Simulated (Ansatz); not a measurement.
Computed with Ansatz on PBE0-D4/def2-TZVP structures; ΔE is electronic, products minus reactants. CCSD(T)/CBS is the MP2 limit (def2-TZVPP, def2-QZVPP) plus CCSD(T) − MP2 in def2-TZVPP, frozen cores. This one scheme is used for every species. Functionals use def2-TZVPP. One conformer a species, not always the lowest.

Consider the formal exchange of groups at the Si–C bond: `CC(C)[Si]Cl` + `CCl` → `Cl[Si]Cl` + `CC(C)C`.

Task: Is it downhill or uphill in electronic energy at CCSD(T)/CBS, and by how much? (Best estimate.)

Result: The calculation gave: Downhill: ΔE = -1.85 eV.

Task: What do these levels give: LDA (SPW92), PBE-D4, B2PLYP, PBE-QIDH, PBE0, RPA@PBE/def2-TZVPP? (An estimate is asked.)

Result: Computed: LDA (SPW92) -1.88, PBE-D4 -1.83, B2PLYP -1.90, PBE-QIDH -1.88, PBE0 -1.87, RPA@PBE/def2-TZVPP -1.80 eV.

Largest T1 diagnostic among the species: 0.013.

The D4 term adds +0.06 eV with B3LYP and +0.04 eV with PBE0; it sums over pairs of atoms, weighted by their polarisabilities, and B3LYP, whose exchange is more repulsive, gets the larger term. Leaving LDA and LC-ωPBE aside and taking each functional with its dispersion term where it has one, the values, not all of them listed here, spread over 0.15 eV, from B97M-V to revPBE-D4. At CCSD(T), def2-SVP lies −0.07 eV from the extrapolated value and def2-TZVPP +0.01 eV.

B3LYP here is the variant with VWN-RPA as its local correlation; programs differ in this.
